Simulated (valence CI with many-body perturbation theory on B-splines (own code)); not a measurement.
E1 transitions of Rh⁵⁺

Computed by valence CI with perturbative core correlation (CI+MBPT): four valence electrons over a frozen Dirac-Fock core [Kr], radial functions for each j: 7 s, 7 p, 8 d, 6 f, 4 g, 1 h, with the one-electron correlation potential Σ1 (screened to all orders), the two-electron term Σ2, the three-electron term Σ3, Breit, model QED; selected single and double excitations, second order for the rest, scaled by the run's own slope (own B-spline code, finite nucleus).

No measured levels were compared; by estimate terms of the open shell hold to 2 to 4 % of their energy, and close levels can change places; different configurations can be misplaced against each other by 1,000 to 8,000 cm⁻¹. The list stops below the first excitations out of the core.

Lines 251 to 300 of 600 in falling wavelength, among levels below 289030 cm⁻¹, chosen from the strongest by gf and those to the six lowest levels. Wavelengths and rates use the calculated energies, so an error of 2000 cm⁻¹ moves a line at 121.3 nm by 2.4 % and its rate by three times that or more. Electric multipoles are in the length gauge, E1 and E2 with the static RPA response of the core. Weak lines are less certain than strong ones. Lines between different terms over intervals too small for the method are left out, as are lines whose strength nearly cancels. Where a level lies close to another of its J and parity, the split of strength between their lines is uncertain. The highest levels of a list are the least certain.

Names give the largest LS component (configuration and term), which can be under half, so a name can repeat, a term be missing and a line seem to break the LS rules; names also repeat where a configuration has a term twice. Letters in brackets count levels of one name in rising energy.

| λ vac (nm) | Upper | Lower | A (s⁻¹) | log gf | Branch % |
| --- | --- | --- | --- | --- | --- |
| 121.3 | 4d3 5p 1P°_1 [b] | 4d3 5s 1D_2 [a] | 2.71e+08 | -0.75 | 2.5 |
| 121.2 | 4d3 5p 3G°_5 [b] | 4d3 5s 3H_5 | 2.92e+08 | -0.15 | 2.1 |
| 121.1 | 4d3 5p 1F°_3 [b] | 4d3 5s 1G_4 | 3.47e+08 | -0.27 | 2.4 |
| 121.1 | 4d3 5p 5F°_2 | 4d3 5s 5F_1 | 1.89e+08 | -0.68 | 3.5 |
| 121.1 | 4d3 5p 3D°_3 [a] | 4d3 5s 5F_3 | 1.39e+08 | -0.67 | 2.3 |
| 121.0 | 4d3 5p 3G°_5 [b] | 4d3 5s 3H_6 | 6.06e+08 | 0.17 | 4.3 |
| 120.9 | 4d3 5p 1H°_5 [b] | 4d3 5s 3G_4 | 6.15e+07 | -0.83 | 1.0 |
| 120.9 | 4d3 5p 3F°_4 [c] | 4d3 5s 1H_5 | 1.28e+08 | -0.60 | 2.4 |
| 120.8 | 4d3 5p 3G°_4 [a] | 4d3 5s 5F_4 | 4.12e+08 | -0.09 | 7.2 |
| 120.4 | 4d3 5p 3P°_2 [c] | 4d3 5s 3P_1 [b] | 1.99e+08 | -0.67 | 1.9 |
| 120.2 | 4d3 5p 5F°_5 [b] | 4d3 5s 5F_5 | 4.81e+08 | 0.06 | 10.2 |
| 120.1 | 4d3 5p 3P°_0 [c] | 4d3 5s 3P_1 [c] | 9.19e+08 | -0.70 | 9.6 |
| 119.9 | 4d3 5p 3G°_4 [b] | 4d3 5s 3F_3 [a] | 1.59e+08 | -0.51 | 1.3 |
| 119.7 | 4d3 5p 3D°_2 [b] | 4d3 5s 3G_3 | 2.07e+08 | -0.65 | 1.9 |
| 119.5 | 4d3 5p 3S°_1 | 4d3 5s 3P_2 [c] | 5.42e+08 | -0.46 | 4.3 |
| 118.9 | 4d3 5p 3G°_3 [c] | 4d3 5s 3H_4 | 4.44e+08 | -0.18 | 3.6 |
| 117.9 | 4d3 5p 3P°_2 [c] | 4d3 5s 3P_2 [a] | 3.16e+08 | -0.48 | 3.1 |
| 117.7 | 4d3 5p 1D°_2 [b] | 4d3 5s 1D_2 [a] | 2.35e+08 | -0.61 | 3.6 |
| 117.5 | 4d3 5p 1F°_3 [c] | 4d3 5s 3F_4 [b] | 1.02e+08 | -0.83 | 0.7 |
| 117.4 | 4d3 5p 5S°_2 | 4d3 5s 5P_3 | 3.84e+08 | -0.40 | 8.3 |
| 117.3 | 4d3 5p 3F°_4 [c] | 4d3 5s 3D_3 [a] | 7.97e+07 | -0.83 | 1.5 |
| 117.0 | 4d3 5p 3G°_4 [c] | 4d3 5s 3H_4 | 7.78e+07 | -0.84 | 0.7 |
| 116.3 | 4d3 5p 3H°_5 [a] | 4d3 5s 5F_5 | 8.62e+07 | -0.72 | 1.3 |
| 115.6 | 4d3 5p 3S°_1 | 4d3 5s 3P_2 [b] | 3.93e+08 | -0.63 | 3.1 |
| 114.1 | 4d3 5p 5S°_2 | 4d3 5s 5P_2 | 3.83e+08 | -0.43 | 8.3 |
| 114.0 | 4d3 5p 3G°_3 [d] | 4d3 5s 1G_4 | 1.40e+08 | -0.72 | 2.6 |
| 113.9 | 4d3 5p 3G°_3 [d] | 4d3 5s 3D_3 [a] | 1.10e+08 | -0.82 | 2.1 |
| 113.8 | 4d3 5p 5S°_2 | 4d3 5s 5P_1 | 2.05e+08 | -0.70 | 4.4 |
| 111.2 | 4d3 5p 3D°_3 [e] | 4d3 5s 3D_3 [a] | 1.87e+08 | -0.61 | 2.4 |
| 108.2 | 4d3 5p 1G°_4 [d] | 4d3 5s 1H_5 | 3.96e+08 | -0.20 | 4.9 |
| 108.2 | 4d3 5p 3F°_3 [d] | 4d3 5s 3G_4 | 1.42e+08 | -0.76 | 2.7 |
| 108.0 | 4d3 5p 3G°_4 [d] | 4d3 5s 3H_5 | 2.32e+08 | -0.44 | 4.9 |
| 107.2 | 4d3 5p 3G°_5 [c] | 4d3 5s 3H_6 | 1.71e+08 | -0.49 | 4.1 |
| 107.2 | 4d3 5p 3F°_4 [c] | 4d3 5s 3G_5 | 1.13e+08 | -0.76 | 2.1 |
| 107.2 | 4d3 5p 3G°_3 [d] | 4d3 5s 3H_4 | 1.56e+08 | -0.73 | 2.9 |
| 107.1 | 4d3 5p 3D°_3 [d] | 4d3 5s 3F_4 [a] | 1.21e+08 | -0.84 | 1.5 |
| 48.80 | 4d3 5p 3F°_4 [a] | 4d4 3F_4 [b] | 6.63e+08 | -0.67 | 9.3 |
| 47.88 | 4d3 5p 1G°_4 [b] | 4d4 1G_4 [b] | 5.12e+08 | -0.80 | 6.0 |
| 47.33 | 4d3 5p 1H°_5 [c] | 4d4 1G_4 [b] | 4.18e+08 | -0.81 | 2.6 |
| 47.06 | 4d3 5p 1F°_3 [c] | 4d4 1D_2 [b] | 1.06e+09 | -0.61 | 7.7 |
| 45.84 | 4d3 5p 1H°_5 [c] | 4d4 3F_4 [b] | 4.71e+08 | -0.79 | 3.0 |
| 45.75 | 4d3 5p 3D°_3 [c] | 4d4 3F_4 [b] | 1.56e+09 | -0.47 | 13.9 |
| 45.68 | 4d3 5p 3D°_1 [d] | 4d4 3F_2 [b] | 2.48e+09 | -0.63 | 21.0 |
| 45.55 | 4d3 5p 3D°_1 [a] | 4d4 3P_0 [a] | 9.18e+08 | -1.07 | 15.2 |
| 45.48 | 4d3 5p 3D°_2 [d] | 4d4 3F_3 [b] | 1.27e+09 | -0.70 | 14.1 |
| 45.37 | 4d3 5p 3G°_3 [c] | 4d4 3F_2 [b] | 1.13e+09 | -0.61 | 9.2 |
| 45.20 | 4d3 5p 3G°_4 [c] | 4d4 3F_3 [b] | 1.24e+09 | -0.47 | 10.9 |
| 45.05 | 4d3 5p 3D°_3 [d] | 4d4 3F_3 [b] | 6.49e+08 | -0.86 | 8.0 |
| 45.00 | 4d3 5p 3G°_3 [a] | 4d4 3P_2 [a] | 9.06e+08 | -0.72 | 11.5 |
| 45.00 | 4d3 5p 3G°_5 [b] | 4d4 3F_4 [b] | 1.28e+09 | -0.37 | 9.0 |

**Question.** How does gf follow from A for the line at 45.05 nm?

**Answer.** gf = 1.4992 × (2J+1)_upper × A / σ², with σ = 221972 cm⁻¹ and 2J+1 = 7: gf = 0.138.
